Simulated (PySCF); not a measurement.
## Exercise with solution: oscillator strength and radiative lifetime

CH₄BrClOSi, SMILES C[Si](O)(Cl)Br.

Coordinates come from a PBE-D3(BJ)/def2-SVP optimisation. The structure was generated by enumeration, and PubChem lists no compound with its InChIKey, so it may never have been made. The values are those of a single conformer.

TDA-PBE0/def2-SVPD (PySCF 2.14.0) puts the first singlet state with f over 0.02 at 6.91 eV (vertical), with the transition dipole (0.074, -0.366, 0.075) in atomic units.

Task: Find the oscillator strength, the wavelength and the radiative lifetime that this transition would have in vacuum if emission retraced absorption.

Result: 
|μ|² = 0.1451 au, so |μ| = 0.97 D. ΔE = 6.91/27.211 = 0.2539 hartree. f = (2/3) ΔE |μ|² = 0.025 (the program prints 0.025).
λ = 1239.84/6.91 = 179 nm; ν = 55733 cm⁻¹.
Einstein's coefficient A = 0.6670 ν² f s⁻¹ (ν in cm⁻¹) = 5.1e7 s⁻¹, so τ = 1/A = 20 ns. This state is S1. The figure is the radiative limit of this one transition; relaxation, internal conversion, crossing to triplets and a medium change what is measured.
